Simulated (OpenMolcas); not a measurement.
Al+: CASPT2 settings compared

```json
{"Program": "OpenMolcas 26.06", "Basis": "ANO-RCC-VQZP [6s5p3d2f1g]", "Scalar Hamiltonian": "DKH2, point nucleus", "Active space": "2 electrons in 8 orbitals (3s 3p 4s 4p)", "State averaging": "2S+1 = 3 even, 3 roots; 2S+1 = 1 even, 1 root; 2S+1 = 3 odd, 3 roots; 2S+1 = 1 odd, 3 roots", "Spin-orbit coupling": "RASSI with atomic mean-field integrals over the reference wave functions, term energies averaged over their components"}
```

Methods on the same reference wave functions:
A. CASSCF
B. SS-CASPT2, IPEA 0.1 Eh, imaginary shift 0.15 Eh (closed shells correlated: 2s 2p)
C. SS-CASPT2, IPEA 0.6 Eh, real shift 0.3 Eh (closed shells correlated: 2s 2p)
D. XMS-CASPT2, IPEA 0.4 Eh, no level shift (closed shells correlated: 2s 2p)

Energies in cm⁻¹ above 3s² ¹S₀, the measured ground level; measured values from NIST Handbook of Basic Atomic Spectroscopic Data.

```json
{"Level": "3s² ¹S₀", "A": "0.0", "B": "0.0", "C": "0.0", "D": "0.0", "Measured": "0.0"}
{"Level": "3s 3p ³P°₀", "A": "37450", "B": "37178", "C": "37370", "D": "37072", "Measured": "37393"}
{"Level": "3s 3p ³P°₁", "A": "37501", "B": "37228", "C": "37421", "D": "37123", "Measured": "37454"}
{"Level": "3s 3p ³P°₂", "A": "37604", "B": "37331", "C": "37523", "D": "37225", "Measured": "37578"}
{"Level": "3s 3p ¹P°₁", "A": "67769", "B": "60804", "C": "61919", "D": "60321", "Measured": "59852"}
```

Deviations, from unrounded energies. A percentage is the sum of absolute deviations over the sum of measured energies, with the sign that they share, or ± where signs differ.

| Against measurement | Levels | A | B | C | D |
| --- | --- | --- | --- | --- | --- |
| mean absolute deviation (cm-1) | 4 | 2000 | 410 | 540 | 370 |
| other configurations (%) | 4 | +4.7 | ±1.0 | ±1.3 | ±0.9 |

D lies closest to measurement on these levels and A furthest from it. The largest miss of D in the table is 3s 3p ¹P°₁, by +470 cm-1. The ranking rests on the paired levels alone, and a cruder setting can come out closer through cancelling errors.

Among B to D the level of the table that moves most is 3s 3p ¹P°₁, by 1600 cm-1 (lowest in D, highest in C).

The lowest spin-free term lies below A's lowest term by 0.228 hartree in B, 0.227 hartree in C, 0.227 hartree in D.

Active for correlation alone: 4p 4s; no level in the range computed is led by a configuration that fills them, so any true level of that kind is missing. Without dynamic correlation excited terms often stand tens of per cent too high (terms of higher spin than the ground term too low), and those without a measured partner can miss by more than the paired ones (holds for A). Computed and measured levels are paired by configuration, term and J; levels that our copy of the source lacks, or whose pairing is in doubt (as where it misses far off the trend of its configuration), stay unpaired and out of the deviations. Levels of configurations outside the active space are missing. Levels that lie high or do not pair safely by name in every column are left out.

° marks odd parity.
